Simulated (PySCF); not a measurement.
**Computed properties of Ga(Me)2(Cl) (C₂H₆ClGa), SMILES [CH3][Ga]([CH3])[Cl]**

Ga(Me)2(Cl) (C2H6ClGa), SMILES [Cl][Ga]([CH3])[CH3]. Geometry optimised at B3LYP-D3(BJ)/def2-SVP. The isomer is the one that the SMILES or the coordinates give; other isomers of the formula were not compared. The values are those of a single conformer. All values are computed for the isolated molecule unless a solvent is named; none is compared with measurement here.

**Structure.** The optimised structure has C2 symmetry. All 24 harmonic modes at B3LYP-D3(BJ)/def2-SVP (PySCF) are real, so it is a minimum. With heavy atoms numbered as in [Ga:1]([CH3:2])([CH3:6])[Cl:10], the shortest bond between them is Ga1–C6 at 1.968 Å and the longest Ga1–Cl10 at 2.192 Å.

**Vibrations.** The strongest infrared lines (harmonic, unscaled, degenerate partners summed) lie at 775 cm⁻¹ (78 km/mol, H 77 %, C 21 %), 388 cm⁻¹ (48 km/mol, Cl 69 %, Ga 26 %), 600 cm⁻¹ (43 km/mol, C 56 %, Ga 26 %, H 18 %). The softest mode is at 28 cm⁻¹ and the zero-point energy is 45.2 kcal/mol.

**Electronic structure.** M06-2X/def2-TZVP (PySCF) places the frontier levels at -9.03 and -0.43 eV, a gap of 8.60 eV, and gives a dipole moment of 2.87 D and a mean polarisability of 63.5 bohr³.

**Excitations.** TDDFT-B3LYP/def2-SVPD (PySCF) has S1 at 5.24 eV (237 nm, f = 0.000, dark); the most intense of the 10 singlets computed lies at 6.28 eV (f = 0.17). T1 (TDA) is at 5.02 eV. No vertical singlet excitation falls in the visible range (under 3.1 eV).

**NMR.** GIAO shifts at B3LYP/pcSseg-1 (PySCF) (non-relativistic, atoms alike by connectivity averaged): ¹³C at 5.1 ppm against TMS; ¹H at 0.8 ppm against TMS. Without spin–orbit terms, shifts of atoms bonded to Cl or Br come out too high.
